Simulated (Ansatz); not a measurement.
`BC(C)[SiH3]` + HI → `BI` + `CC[SiH3]`  (ligand exchange at a B–C bond)

Calculated with Ansatz (gas phase, PBE0-D4/def2-TZVP geometries, no zero-point term in ΔE). CBS: MP2 limit from def2 TZ/QZ plus the TZ coupled-cluster correction, frozen cores. Functionals use def2-TZVPP. Elements past krypton have def2 core potentials. For I outer-core shells are correlated without core-valence functions, which leaves a few kJ/mol of doubt a bond.

CCSD(T)/CBS gives -57.7 kJ/mol.

Task: Another level gave -51.4 kJ/mol. Which?
A. LC-ωPBE/def2-TZVPP
B. PBE0/def2-TZVPP
C. LDA (SPW92)/def2-TZVPP
D. SCS-MP2/def2-TZVPP

Result: A. LC-ωPBE -51.4, PBE0 -56.1, SCS-MP2/def2-TZVPP -60.3, LDA (SPW92) -42.8 kJ/mol.

Largest T1 diagnostic among the species: 0.012.

In def2-TZVPP, CCSD(T) changes the Hartree–Fock value by +10.1 kJ/mol (the triples alone add +0.1 kJ/mol) and MP2 by +6.5 kJ/mol. Leaving LDA and LC-ωPBE aside and taking each functional with its dispersion term where it has one, the values, not all of them listed here, spread over 9.9 kJ/mol, from B2PLYP to ωB97M-V. LDA lies +13.0 kJ/mol from PBE without D4.

CCSD(T)/CBS has its own doubt, a few kJ/mol and more with outer-core shells, so smaller differences from it don't rank the levels.
